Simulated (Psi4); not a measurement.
Br₂Sn, charge +1, doublet, geometry from GFN2-xTB (such geometries of metal compounds can be far from the true shape) (a state made from the parent by changing its charge; the spin is typed, not shown lowest) (all electrons, no relativity). Base run: B3LYP/STO-3G (Psi4).

Here is a job for Psi4.
```
memory 2 GB

molecule {
1 2
Sn   -0.02282736   -0.00101572    1.02101170
Br    1.03639339    1.68673076   -0.70481009
Br   -1.00378288   -1.68527973   -0.75377805
}

set {
  basis sto-3g
  reference uks
  scf_type pk
}

energy('b3lyp')
print_variables()
```

The base run was repeated with changes; each row names its change, and settings that it needs were set with it.

```csv
change,ΔE vs base (mEh),point group used,SCF cycles
base,0.000,c2v,8
molecule keys = symmetry c1,0.000,c1,8
molecule keys = no_reorient,0.000,c1,8
symmetry = cs,0.000,cs,8
jitter_ang = 0.002,0.525,cs,9
"molecule keys = symmetry c1, no_reorient, no_com",0.000,c1,8
symmetry = c2,0.000,c2,8
```

Open shells are given as the SCF converged; they aren't shown to be the lowest states, and a large step between rows can be another state.
